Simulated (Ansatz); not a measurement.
Ansatz (a first-principles code) input (CCSD(T)/aug-cc-pV(D+d)Z):
A basis named .json is the Basis Set Exchange file of that set.

Ansatz 0.2 input:
```yaml
crystal:
  periodic: [false, false, false]
  atoms:
    - {symbol: P, position_ang: [-0.00000000, 0.00000000, 0.00000000]}
    - {symbol: H, position_ang: [0.00762312, -0.00624782, 1.47869591]}
    - {symbol: H, position_ang: [-0.00762312, 0.00624782, -1.47869591]}
    - {symbol: H, position_ang: [1.42511328, 0.00614516, -0.00732092]}
    - {symbol: H, position_ang: [-0.71785160, 1.23111699, 0.00890249]}
    - {symbol: H, position_ang: [-0.70726169, -1.23726215, -0.00158157]}
basis:
  gaussian:
    orbitals: aug-cc-pV_D+d_Z.json
magnetization: {spin_polarized: false}
correlation: {method: ccsd_t, electrons: outside_noble_gas}
output: {forces: true}
```

End of the output:

```
mean field evaluation 2: about -9347.3032 eV, gradient 1.2e1 eV
mean field evaluation 4: about -9348.1684 eV, gradient 5.8e-1 eV
mean field evaluation 8: about -9348.1713 eV, gradient 9.3e-5 eV
mean field evaluation 16: about -9348.1713 eV, gradient 2.3e-6 eV
mean field -9348.17130631 eV, -343.5389590888 hartree, gradient 2.3e-6 eV, S^2 0.000000; 0 other end points of the search recorded, 0 dependent functions left out
5 core orbitals not correlated
reference -9348.17130631 eV, -343.5389590888 hartree; 5, 5 occupied and 67, 67 virtual orbitals, 740 factors
densities: 0.25 GiB planned
second order -4.67293205 eV of doubles, -0.00000000 eV of singles
coupled cluster: 0.19 GiB planned
cycle   1  -5.42809210 eV  change   -7.6e-1 eV  update   6.0e-2
cycle   2  -5.68678935 eV  change   -2.6e-1 eV  update   2.0e-2
cycle   3  -5.69538519 eV  change   -8.6e-3 eV  update   4.8e-3
cycle   4  -5.69409319 eV  change    1.3e-3 eV  update   1.8e-3
cycle   5  -5.69380655 eV  change    2.9e-4 eV  update   6.4e-4
cycle   6  -5.69384947 eV  change   -4.3e-5 eV  update   2.5e-4
cycle   7  -5.69389229 eV  change   -4.3e-5 eV  update   1.0e-4
cycle   8  -5.69390315 eV  change   -1.1e-5 eV  update   3.6e-5
cycle   9  -5.69389959 eV  change    3.6e-6 eV  update   9.5e-6
cycle  10  -5.69389870 eV  change    8.9e-7 eV  update   2.6e-6
perturbative correction -0.13426658 eV, -0.0049342057 hartree
the calculation of the forces begins
Total energy: -9353.99947159 eV, -343.7531402124 hartree
Atom 0 at    -0.000000     0.000000     0.000000 Å, force    -0.000000    -0.000000     0.000000 eV/Å
Atom 1 at     0.007623    -0.006248     1.478696 Å, force     0.001044    -0.000856     0.202554 eV/Å
Atom 2 at    -0.007623     0.006248    -1.478696 Å, force    -0.001044     0.000856    -0.202554 eV/Å
Atom 3 at     1.425113     0.006145    -0.007321 Å, force     0.173076     0.000746    -0.000889 eV/Å
Atom 4 at    -0.717852     1.231117     0.008902 Å, force    -0.087181     0.149516     0.001081 eV/Å
Atom 5 at    -0.707262    -1.237262    -0.001582 Å, force    -0.085895    -0.150262    -0.000192 eV/Å
Dipole moment:    -0.000000    -0.000000    -0.000000 e Å
```
